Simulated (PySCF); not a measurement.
## `CS[Si@H](C)OC(C)(C)C`: 4 charge schemes on one density

Compound: C6H16OSSi.
Structure used (GFN2-xTB), in Å, numbered top down from 1:
```xyz
25
C6H16OSSi angstrom
C      3.5831   -1.0537   -0.3376
S      1.8801   -1.2706    0.2606
Si     0.9814    0.5624   -0.4560
C      1.8891    2.0879    0.1935
O     -0.5146    0.7246    0.0970
C     -1.6382   -0.1330    0.1928
C     -2.8592    0.7815    0.3101
C     -1.7478   -1.0119   -1.0494
C     -1.4889   -0.9975    1.4441
H      4.0587   -0.2453    0.2081
H      4.1056   -1.9852   -0.1493
H      3.5722   -0.8395   -1.4015
H      1.0548    0.4594   -1.9181
H      1.4366    2.9942   -0.1929
H      2.9279    2.0802   -0.1199
H      1.8656    2.1406    1.2782
H     -2.9394    1.4068   -0.5755
H     -2.7540    1.4255    1.1789
H     -3.7651    0.1911    0.4115
H     -2.6408   -1.6278   -0.9954
H     -1.7981   -0.3906   -1.9400
H     -0.8768   -1.6583   -1.1195
H     -1.3660   -0.3633    2.3182
H     -0.6102   -1.6309    1.3503
H     -2.3671   -1.6228    1.5785
```

Density: PBE0/pcSseg-1 (PySCF); schemes: Mulliken, IAO, Hirshfeld and ESP-fitted. The structure is a single GFN2-xTB conformer in the gas phase; no vibrational or solvent corrections.

Problem. Tabulate the Mulliken, IAO, Hirshfeld and ESP-fitted charges.

Solution. In e; atoms taken as equivalent share a row and are averaged (×n: the atom named and its like, n in all):

```csv
atom,environment,Mulliken,IAO,Hirshfeld,ESP-fitted
C1,S-methyl carbon,-0.388,-0.496,-0.116,-0.426
S2,sulfur bonded to C and Si,-0.374,-0.235,-0.106,-0.322
Si3,oxygen-bound silicon,+0.894,+1.068,+0.390,+0.774
C4,Si-methyl carbon,-0.624,-0.735,-0.218,-0.710
O5,silyl ether oxygen,-0.618,-0.642,-0.206,-0.515
C6,sp3 carbon bound to oxygen,-0.197,+0.254,+0.104,+0.737
C7/C8/C9,methyl carbon,-0.183,-0.428,-0.127,-0.519
H10/H11/H12,methyl hydrogen,+0.155,+0.160,+0.047,+0.170
H13,Si–H hydrogen,-0.087,-0.172,-0.092,-0.144
H14/H15/H16,methyl hydrogen,+0.140,+0.159,+0.043,+0.178
H17 (×9),methyl hydrogen,+0.118,+0.143,+0.039,+0.125
```

Mean size of the charges over all atoms: ESP-fitted 0.294 e, IAO 0.285 e, Mulliken 0.227 e, Hirshfeld 0.090 e. Each set sums to the total charge, 0, to within 0.001 e. The IAO scheme counts the electrons in orthogonalised intrinsic atomic orbitals, a minimal basis polarised so that it spans the occupied orbitals exactly.

Some averages cover members that differ in this geometry: C7/C8/C9, ESP-fitted -0.631 to -0.369; H17 (×9), ESP-fitted +0.054 to +0.164; H10/H11/H12, ESP-fitted +0.143 to +0.210; C7/C8/C9, Mulliken -0.209 to -0.161 e.

Lowest charge. All schemes agree: Mulliken C4 (-0.624); IAO C4 (-0.735); Hirshfeld C4 (-0.218); ESP-fitted C4 (-0.710).

Highest charge. All schemes agree: Mulliken Si3 (+0.894); IAO Si3 (+1.068); Hirshfeld Si3 (+0.390); ESP-fitted Si3 (+0.774).

Problem. How closely do the schemes follow one another over all atoms?

Solution. Correlation coefficient and root-mean-square difference: IAO with Hirshfeld 0.99, 0.249 e; IAO with ESP-fitted 0.94, 0.131 e; Mulliken with IAO 0.93, 0.138 e; Hirshfeld with ESP-fitted 0.93, 0.261 e; Mulliken with Hirshfeld 0.92, 0.196 e; Mulliken with ESP-fitted 0.78, 0.230 e.

Problem. How many electrons does the Mulliken scheme count on C4?

Solution. Z − q = 6 − (-0.624) = 6.624.

These values come from a run that also computed NMR shieldings. Time: 74 s of wall time (grids of density and orbitals included); peak memory 1.1 GiB. Hardware: one thread, Arm Neoverse V1 (aarch64), no GPU, on a shared host.
